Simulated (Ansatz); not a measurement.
Relaxation of BFH5NO2 (10 atoms, charge 0, multiplicity 1), to a largest force component of 0.03 eV/Å in at most 50 steps.

The calculation used Ansatz 0.2.0, RHF/6-31G*.

```xyz
10
Properties=species:S:1:pos:R:3:forces:R:3
B -0.078 -0.315 0.223 0.25 -0.21 1.78
N 0.096 -0.320 1.700 -0.23 -0.06 -1.82
H -0.688 -0.610 2.246 0.00 -0.01 0.00
H 0.956 -0.627 2.100 0.00 0.01 0.00
O 0.928 -0.393 -0.668 0.05 0.00 0.04
H 1.795 -0.280 -0.308 -0.09 0.00 -0.03
F -1.322 -0.324 -0.232 0.02 -0.01 0.02
O -0.231 2.290 0.423 -0.14 -0.27 1.05
H -1.149 2.343 0.182 0.13 0.01 0.01
H -0.218 1.885 1.306 0.00 0.54 -1.05
```

Task: Where does it end, and by what steps?

Result: The run converged. After 19 steps the energy has fallen by 0.165 eV; O8 moved furthest, 0.57 Å.

```json
{"step": "0", "energy less start (eV)": "0.0000", "largest force component (eV/Å)": "1.824", "accepted": "yes"}
{"step": "1", "energy less start (eV)": "-0.1037", "largest force component (eV/Å)": "1.064", "accepted": "yes"}
{"step": "2", "energy less start (eV)": "-0.0739", "largest force component (eV/Å)": "1.938", "accepted": "no"}
{"step": "3", "energy less start (eV)": "-0.1295", "largest force component (eV/Å)": "0.637", "accepted": "yes"}
{"step": "4", "energy less start (eV)": "-0.1393", "largest force component (eV/Å)": "0.676", "accepted": "yes"}
{"step": "5", "energy less start (eV)": "-0.1442", "largest force component (eV/Å)": "0.540", "accepted": "yes"}
{"step": "6", "energy less start (eV)": "-0.1310", "largest force component (eV/Å)": "0.503", "accepted": "no"}
{"step": "7", "energy less start (eV)": "-0.1573", "largest force component (eV/Å)": "0.076", "accepted": "yes"}
{"step": "8", "energy less start (eV)": "-0.1594", "largest force component (eV/Å)": "0.041", "accepted": "yes"}
{"step": "9", "energy less start (eV)": "-0.1595", "largest force component (eV/Å)": "0.231", "accepted": "yes"}
{"step": "10", "energy less start (eV)": "-0.1605", "largest force component (eV/Å)": "0.080", "accepted": "yes"}
{"step": "11", "energy less start (eV)": "-0.1609", "largest force component (eV/Å)": "0.078", "accepted": "yes"}
{"step": "12", "energy less start (eV)": "-0.1541", "largest force component (eV/Å)": "0.561", "accepted": "no"}
{"step": "13", "energy less start (eV)": "-0.1616", "largest force component (eV/Å)": "0.101", "accepted": "yes"}
{"step": "14", "energy less start (eV)": "-0.1629", "largest force component (eV/Å)": "0.178", "accepted": "yes"}
{"step": "15", "energy less start (eV)": "-0.1634", "largest force component (eV/Å)": "0.128", "accepted": "yes"}
{"step": "16", "energy less start (eV)": "-0.1625", "largest force component (eV/Å)": "0.346", "accepted": "no"}
{"step": "17", "energy less start (eV)": "-0.1625", "largest force component (eV/Å)": "0.228", "accepted": "no"}
{"step": "18", "energy less start (eV)": "-0.1643", "largest force component (eV/Å)": "0.059", "accepted": "yes"}
{"step": "19", "energy less start (eV)": "-0.1645", "largest force component (eV/Å)": "0.020", "accepted": "yes"}
```

```xyz
10
Properties=species:S:1:pos:R:3
B -0.007 -0.409 0.227
N 0.156 -0.473 1.628
H -0.637 -0.505 2.229
H 1.008 -0.717 2.080
O 0.977 -0.537 -0.688
H 1.846 -0.661 -0.339
F -1.233 -0.179 -0.237
O -0.532 2.727 0.621
H -1.163 2.245 0.103
H -0.326 2.157 1.350
```

Whether the end is a true minimum wasn't checked by a vibrational analysis.

Time of the run: 38 s on 1 thread of Arm Neoverse V2, on a shared host, peak memory 0.14 GiB.
